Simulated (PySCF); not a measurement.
**Rhodium: a sound run and one with changed settings**

Sound run: Rh [Kr] 4d8 5s1, Rh⁺ [Kr] 4d8. Calculation: PySCF 2.14, in cc-pVDZ-PP with ECP28MDF (4s4p3d1f, 38 functions); a scalar-relativistic core potential. The sound run starts from symmetry-adapted Hartree-Fock orbitals and uses a fine grid where one is needed.

Changed run: basis STO-3G, all-electron and non-relativistic. This setting is unsound on purpose.

```
species  method  sound run (hartree)  changed run (hartree)  converged
     Rh     UHF           -109.38676            -4639.47757        yes
     Rh   M06-L           -110.18154            -4641.32154        yes
     Rh   B3LYP           -110.17035            -4641.25253        yes
    Rh⁺     UHF           -109.15471            -4639.36397        yes
    Rh⁺   M06-L           -109.91529            -4641.23111        yes
    Rh⁺   B3LYP           -109.88501            -4641.09959        yes
```

Ionisation energy of Rh:

| method | sound run (eV) | changed run (eV) |
| --- | --- | --- |
| UHF | 6.314 | 3.091 |
| M06-L | 7.245 | 2.461 |
| B3LYP | 7.765 | 4.162 |

A minimal basis cannot let orbitals breathe on ionisation and holds almost no correlation. The Hamiltonian changed with the basis, so the totals do not compare.

For comparison, NIST gives 7.459 eV between the lowest levels.
